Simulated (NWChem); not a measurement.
# C₄H₆O; SMILES O=CC1CC1

```xyz
11

O     -0.5840     1.6783     0.0000
C      0.5079     1.1420     0.0000
C      0.7124    -0.3273     0.0000
C     -0.3153    -1.1785    -0.7435
C     -0.3153    -1.1785     0.7435
H      1.4369     1.7536     0.0000
H      1.7453    -0.6645     0.0000
H      0.0593    -2.0498    -1.2726
H     -1.1021    -0.6248    -1.2474
H      0.0593    -2.0498     1.2726
H     -1.1021    -0.6248     1.2474
```
Atoms are numbered in this order, from 1.

Program: NWChem. Pople sets run with spherical d functions. The geometry was optimised at B3LYP/6-31G* (spherical d). B3LYP is NWChem's, with the RPA form of VWN correlation. Level: B3LYP/6-31G* with SMD (1 M gas to 1 M solution), gas-phase geometry.

For solvent water:

```yaml
solvation free energy (kcal/mol): -3.4
cavity-dispersion-structure term (kcal/mol): 3.3
dipole in solution (D): 3.81
```

Q: Estimate the same quantities for solvent toluene.

A: The solvation free energy (kcal/mol) comes out as -5.0, the cavity-dispersion-structure term (kcal/mol) is -2.8 and the dipole in solution (D) is 3.07.
